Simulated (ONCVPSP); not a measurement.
Varying the ONCV potential for lead (Pb)

Base potential:

lead (Pb), optimised norm-conserving Vanderbilt (ONCV), made with ONCVPSP 4.0.1 (PBE, scalar-relativistic). Core [Xe] 4f14, reference 5d10 6s2 6p1 (charge +1). Waves: 6s: rc 1.95 bohr, ncon 3, nbas 8, qcut 3.4 1/bohr, 2 projectors, debl 3.9 Ha; 6p: rc 2.60 bohr, ncon 4, nbas 7, qcut 3.8 1/bohr, 2 projectors, debl 2.8 Ha; 5d: rc 1.25 bohr, ncon 4, nbas 9, qcut 7 1/bohr, 2 projectors, debl 1.1 Ha. Local part: polynomial inside 0.95 bohr (lpopt 5, dvloc0 4 Ha). Core correction: Teter function, fcfact 1.75, rcfact 1.1.

All-electron outer shells of the reference configuration (PBE, scalar-relativistic, ld1.x):

```
shell  level (eV)  outermost node (bohr)  outermost maximum (bohr)
   4f     -140.60                      –                      0.35
   5p      -93.54                   0.49                      0.88
   5d      -28.85                   0.52                      1.07
   6s      -19.23                   1.01                      1.95
   6p       -9.86                   1.18                      2.50
```

Cutoffs, loose and tight: the cutoffs (Ha) at which the residual kinetic energy of the hardest occupied pseudo-wave falls to 1 and 0.1 mHa per electron. They do not see the model core or the augmentation charge, which bear on the density cutoff. Test errors are all-electron minus pseudo excitation energies from the reference, over the configurations 5d10 6s2 6p2; 5d10 6s2 6p0; 5d10 6s1 6p0; 5d10 6s0 6p0. A dash means not determined; rows that change the core or the reference have their own tests.

A true bound ghost makes a file unfit for plane-wave use even where its test errors are small: the radial tests pick states by their node count and pass the ghost by.

```csv
change,outcome,"cutoff, loose","cutoff, tight",bound ghosts,GHOST(+) flags above zero,largest test error (meV)
base,generated,24 Ha,44 Ha,"s, p",s,+47
p: qcut 4.4,generated,24 Ha,44 Ha,"s, p",s,+51
```

(1) What comes out with this change to the base: d: ncon 5, nbas 10?

(2) What comes out with this change to the base: core [Kr] 4d10 4f14, valence charge 22; reference 5s2 5p6 5d10 6s2 6p1.5; waves now 5s+6s: rc 1.50 bohr, ncon 4, nbas 7, qcut 8.1 1/bohr, 2 projectors; 5p+6p: rc 1.85 bohr, ncon 4, nbas 7, qcut 6.1 1/bohr, 3 projectors, debl 3.7 Ha; 5d: rc 1.40 bohr, ncon 4, nbas 8, qcut 6.3 1/bohr, local; local potential the d channel?

(3) What comes out with this change to the base: s: rc 2.32?

Answers

(1) outcome: generated; cutoff, loose: 24 Ha; cutoff, tight: 59 Ha; bound ghosts: s, p; GHOST(+) flags above zero: s; largest test error (meV): +47.

(2) outcome: generated; cutoff, loose: 38 Ha; cutoff, tight: 108 Ha; bound ghosts: none; GHOST(+) flags above zero: none; largest test error (meV): -25.

(3) outcome: generated; cutoff, loose: 24 Ha; cutoff, tight: 39 Ha; bound ghosts: s, p; GHOST(+) flags above zero: s; largest test error (meV): -9.5.
